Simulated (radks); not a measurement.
The zirconium ion Zr2+, 38 electrons, occupied as [Ar] 3d10 4s1 4p6 4d3 (not the ground configuration).

All-electron calculation, Dirac Kohn-Sham, LDA (Slater exchange, VWN5 correlation), spin-unpolarised, spherical densities, finite nucleus; open shells fill j = l - 1/2 first; Fermi nuclear charge, rms radius 4.2694 fm. Program: a radial shooting solver on a logarithmic mesh with Libxc functionals.

Energy parts (eV):
part                       energy
total                  -97752.327
kinetic                100982.589
electron-nucleus      -235334.170
Hartree                 39580.301
exchange-correlation    -2981.047

Orbitals (lengths in bohr, moments of r in powers of bohr):
orbital,occ.,eigenvalue (eV),<1/r>,small-component weight
1s1/2,2,-17810.88,41.21,2.12e-02
2s1/2,2,-2484.476,9.329,4.30e-03
2p1/2,2,-2277.745,9.311,4.31e-03
2p3/2,4,-2192.023,8.908,4.18e-03
3s1/2,2,-422.5609,3.157,1.12e-03
3p1/2,2,-345.5223,3.055,1.07e-03
3p3/2,4,-331.8454,2.958,1.03e-03
3d3/2,4,-195.4112,2.757,9.17e-04
3d5/2,6,-192.9089,2.732,9.07e-04
4s1/2,1,-71.7604,1.137,2.44e-04
4p1/2,2,-50.6695,1.018,2.03e-04
4p3/2,4,-48.7870,0.9911,1.95e-04
4d3/2,3,-19.0299,0.6897,1.02e-04
4d5/2,0,-18.8550,0.6840,1.00e-04

The highest occupied level is 4d3/2 at -19.030 eV. The electron density at the nucleus is 7.43e+04 e/bohr^3.
